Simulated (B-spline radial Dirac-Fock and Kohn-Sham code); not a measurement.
## Auger parameter of bromine: the L3 level and its strongest L3-MM line

Model: Dirac-Fock (average of configuration) total-energy differences with a finite nucleus, the Breit interaction including its frequency dependence, and self-energy and vacuum-polarisation corrections. Program: a radial B-spline solver. The modified Auger parameter α′ is the binding energy plus the kinetic energy of the Auger electron; it does not depend on the energy zero. For free ions it tends to fall with charge, since less charge screens the final holes.

```
             species      configuration  binding 2p3/2 (eV)  Auger line  kinetic (eV)  α′ (eV)
                 Br⁻  [Ar] 3d10 4s2 4p6              1548.3    M4M5 J=4        1388.8   2937.1
Br⁻ (Watson 1.666 Å)  [Ar] 3d10 4s2 4p6              1556.0    M4M5 J=4        1380.5   2936.4
 Br⁻ (Watson 1.96 Å)  [Ar] 3d10 4s2 4p6              1555.2    M4M5 J=4        1381.5   2936.7
Br⁻ (Watson 2.352 Å)  [Ar] 3d10 4s2 4p6              1554.3    M4M5 J=4        1382.7   2936.9
                Br²⁺  [Ar] 3d10 4s2 4p3              1585.5    M4M5 J=4        1347.1   2932.6
 Br²⁺ (Watson 2.2 Å)  [Ar] 3d10 4s2 4p3              1572.4    M4M5 J=4        1360.2   2932.6
 Br²⁺ (Watson 2.4 Å)  [Ar] 3d10 4s2 4p3              1573.5    M4M5 J=4        1359.1   2932.6
                Br³⁺  [Ar] 3d10 4s2 4p2              1600.9    M4M5 J=4        1331.0   2932.0
                Br³⁺  [Ar] 3d10 4s1 4p3              1602.5    M4M5 J=4        1329.6   2932.2
 Br³⁺ (Watson 2.2 Å)  [Ar] 3d10 4s2 4p2              1581.3    M4M5 J=4        1350.7   2932.0
 Br³⁺ (Watson 2.7 Å)  [Ar] 3d10 4s2 4p2              1584.9    M4M5 J=4        1347.0   2932.0
                Br⁴⁺  [Ar] 3d10 4s2 4p1              1617.7    M4M5 J=4        1314.1   2931.7
                Br⁵⁺      [Ar] 3d10 4s2              1635.6    M4M5 J=4        1296.2   2931.8
                Br⁵⁺  [Ar] 3d10 4s1 4p1              1636.9    M4M5 J=4        1295.0   2931.9
                Br⁶⁺      [Ar] 3d10 4s1              1655.8    M4M5 J=4        1276.5   2932.3
                Br⁷⁺          [Ar] 3d10              1677.1    M4M5 J=4        1256.1   2933.2
 Br⁷⁺ (Watson 2.4 Å)          [Ar] 3d10              1635.1    M4M5 J=4        1298.1   2933.2
```

Values without a named source are computed, but for edge energies of neutral atoms, which are taken from tables.
